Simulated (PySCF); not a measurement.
Gas-phase reaction: 3 WO₃ + 4 NF₃ ⇌ 3 WOF₄ + N + 3 NO₂

Computed with PySCF and rigid-rotor harmonic-oscillator thermochemistry at 1 bar. † marks an energy on the PBE0/def2-TZVP geometry and frequencies; other levels use their own. MP2 freezes the core. Open shells (unrestricted): N (multiplicity 4), NO₂ (multiplicity 2); the rest are closed-shell singlets. W: scalar-relativistic def2 core potential, no spin-orbit coupling. MP2 isn't extrapolated to the basis-set limit; its ΔH°(298 K) is -2267.2 kJ in def2-SVP and -2129.5 kJ in def2-TZVPP. The harmonic model lacks anharmonicity and excited electronic states, which grow with temperature; levels with a mode under 35 cm⁻¹ are left out. Soft modes under 120 cm⁻¹ make the harmonic entropy rough for WOF₄.

```
level               ΔE electronic, kJ  ΔH°(298 K), kJ  ΔS°(298 K), J/K  ΔG°(1800 K), kJ
------------------  -----------------  --------------  ---------------  ---------------
M06-2X/def2-TZVP†               -2161           -2160              -10            -2182
MP2/def2-TZVPP†                 -2130           -2130              -10            -2151
PBE/def2-SVP                    -2137           -2129               -9            -2143
PBE0/def2-QZVP†                 -2188           -2187              -10            -2209
PBE0/def2-SVP†                  -2264           -2263              -10            -2285
PBE0/def2-TZVP                  -2158           -2158              -10            -2180
LDA/def2-TZVP†                  -1994           -1993              -10            -2015
ωB97M-V/def2-TZVP†              -2175           -2175              -10            -2197
```
ΔH° is lowest at PBE0/def2-SVP† and highest at LDA/def2-TZVP†. No reference value is set beside these.
